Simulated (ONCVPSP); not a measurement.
oxygen (O): excitation energies, all-electron against ONCV

ONCVPSP 4.0.1 input, shortened (lines: element, Z, core and valence counts, functional; n l f; lmax; l rc ep ncon nbas qcut; lloc lpopt rc5 dvloc0; l nproj debl; icmod fcfact rcfact), LDA (Perdew-Wang 92), non-relativistic:

```
  O 8.00    1    2  -001012      upf
    1    0    2.00
    2    0    2.00
    2    1    4.00
    2
    0    0.65    0.00    3    6   11.20
    1    1.45    0.00    5    9    9.00
    2    1.25    0.20    3    6    7.00
    4    5    0.40    1.00
    0    2    1.50
    1    3    3.50
    2    2    3.60
    2    0.75    0.60
```

Energies are relative to the spin-unpolarised reference configuration 2s2 2p4; without spin polarisation the order of configurations can differ from experiment.

| valence configuration | charge | ΔE all-electron (eV) | error AE − PS (meV) |
| --- | --- | --- | --- |
| 2s2 2p3 | +1 | 16.593 | +18 |
| 2s2 2p2 | +2 | 50.313 | +149 |

Q: What are ΔE and the potential's error for 2s2 2p1?

A: ΔE = 104.287 eV all-electron; the error (AE − PS) is +593 meV.

Q: What are ΔE and the potential's error for 2s0 2p6?

A: ΔE = 29.123 eV all-electron; the error (AE − PS) is +66 meV.

Levels in the configuration 2s2 2p1:

```tsv
level	all-electron (eV)	pseudo (eV)
2s	-79.036	-78.759
2p	-65.045	-64.346
```

Note: ghosts flagged at negative energy: d at -57.9 eV; GHOST(+) flagged for s at 474.1 eV. A true bound ghost makes a file unfit for plane-wave use.
